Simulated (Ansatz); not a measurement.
A geometry optimisation of AlBFP− with BLYP-D3(BJ)/def2-SVPD

The starting geometry of this gas-phase doublet was optimised with GFN2-xTB.

```xyz
4

Al    3.6681   -2.2858    2.8597
B     0.5679   -1.8994    1.2870
F    -0.6456   -1.4359    0.8562
P     1.7479   -1.1598    2.3924
```

Question: Predict what becomes of its bonds when it is optimised with BLYP-D3(BJ)/def2-SVPD.

Answer: A new bond forms, giving a structure given below by its coordinates. Contacts that close: Al1–B2 (3.50 → 2.22 Å).

The energy falls by 0.89 eV over 14 steps:

| step | E − E(last) (eV) |
| --- | --- |
| 1 | 0.893 |
| 2 | 0.857 |
| 4 | 0.809 |
| 5 | 0.711 |
| 7 | 0.285 |
| 8 | 0.083 |
| 10 | 0.001 |
| 11 | 0.001 |
| 13 | 0.000 |
| 14 | 0.000 |

Final geometry (Å):

```yaml
atoms:
  - { symbol: Al, position_ang: [2.8701, -2.5767, 2.2331] }
  - { symbol: B, position_ang: [0.9283, -1.7037, 1.6099] }
  - { symbol: F, position_ang: [-0.1625, -1.9758, 0.8268] }
  - { symbol: P, position_ang: [1.7023, -0.5246, 2.7255] }
```

No frequencies were run, so the end isn't proven a minimum. Open shells are spin-unrestricted. Run with Ansatz 0.2.0, 32 s on 2 threads of Intel(R) Xeon(R) Platinum 8375C CPU @ 2.90GHz (Ice Lake), on a shared host.
